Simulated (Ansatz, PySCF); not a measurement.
OTi, SMILES [Ti]=[O] (connectivity only; charge and spin as stated), neutral, multiplicity 3. Atoms are numbered in the order given.

```xyz
2

Ti     0.0000     0.0000    -0.4085
O      0.0000     0.0000     1.1915
```
Charge 0, spin multiplicity 3.

Geometry: PBE0-D3(BJ)/def2-TZVPD. The multiplicity is an assumed one; other spin states were not compared.

Two levels are set side by side: PBE-D3(BJ)/def2-TZVPD (Ansatz, an electronic-structure program) and PBE0-D3(BJ)/def2-TZVPD (Ansatz). Each level has its own optimised geometry; the coordinates shown are those of the second. Frequencies come from the Hessian of PySCF at each geometry. Differences are taken from unrounded values.

```
quantity                            PBE0-D3(BJ)
----------------------------------  -----------
bond Ti1–O2 (Å)                           1.600
highest harmonic wavenumber (cm⁻¹)         1072
mean harmonic wavenumber (cm⁻¹)            1072
zero-point energy (kcal/mol)               1.53
```

Question: What does PBE-D3(BJ) give, and how far is it from PBE0-D3(BJ)? (Estimate from the structure and the level; the computed values follow.)

Answer: 
```tsv
quantity	PBE-D3(BJ)	PBE-D3(BJ) minus PBE0-D3(BJ)
bond Ti1–O2 (Å)	1.618	0.018
highest harmonic wavenumber (cm⁻¹)	1020	-52
mean harmonic wavenumber (cm⁻¹)	1020	-52
zero-point energy (kcal/mol)	1.46	-0.07
```
